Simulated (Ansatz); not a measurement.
Isolated molecules relaxed with PBE0-D4/def2-TZVP in Ansatz; ΔE leaves out vibrations. CBS: MP2 limit from def2 TZ/QZ plus the TZ coupled-cluster correction, frozen cores. This one scheme is used for every species. Double bonds are as drawn, so ΔE can hold a change between cis and trans. DFT in def2-TZVPP. Each species was taken in one conformer, which may not be the lowest.

Reaction (substitution at a C–N bond): `C=N/C=N/[SiH3]` + `[OH][AlH2]` → `[AlH2][O]/C=N\[SiH3]` + `C=N`

`C=N/C=N/[SiH3]`:

Cartesian coordinates in Å:
```
C -1.421 -0.371 -2.001
N -0.404 0.354 -1.831
C 0.349 0.210 -0.670
N -0.144 0.278 0.489
Si 0.795 0.215 1.944
H -1.712 -1.153 -1.293
H -2.040 -0.220 -2.884
H 1.421 0.098 -0.889
H 2.252 0.022 1.672
H 0.606 1.482 2.694
H 0.298 -0.915 2.768
```

`[OH][AlH2]`:

Cartesian coordinates in Å:
```
O -0.848 0.121 0.864
Al 0.469 0.036 -0.200
H -1.730 -0.169 0.634
H 0.264 -0.551 -1.658
H 1.845 0.563 0.361
```

`[AlH2][O]/C=N\[SiH3]`:

Z-matrix (Å, degrees):
```
Si
N 1 1.740
H 1 1.489 2 111.6
H 1 1.489 2 111.6 3 -121.9
H 1 1.483 2 107.7 3 119.1
C 2 1.252 1 123.7 3 60.9
O 6 1.344 2 125.2 1 0.0
H 6 1.098 2 120.9 1 -180.0
Al 7 1.717 6 133.5 2 -179.9
H 9 1.571 7 115.1 6 -179.9
H 9 1.578 7 117.5 6 0.1
```

`C=N`:

```xyz
5

C    -0.349   -0.168   -0.046
N     0.433    0.659    0.495
H    -0.066   -0.877   -0.832
H    -1.391   -0.197    0.279
H     1.373    0.583    0.104
```

| level | ΔE (kJ/mol) |
| --- | --- |
| B2PLYP | 6.7 |
| r2SCAN | 6.5 |

(1) What does CCSD(T)/CBS give? (An estimate is asked.)

Largest T1 diagnostic among the species: 0.015.

## Answers

(1) Computed: +8.5 kJ/mol. The listed levels differ from it by -1.8, -2.0 kJ/mol.

In def2-TZVPP, CCSD(T) changes the Hartree–Fock value by +6.9 kJ/mol (the triples alone add +1.2 kJ/mol) and MP2 by +12.4 kJ/mol.
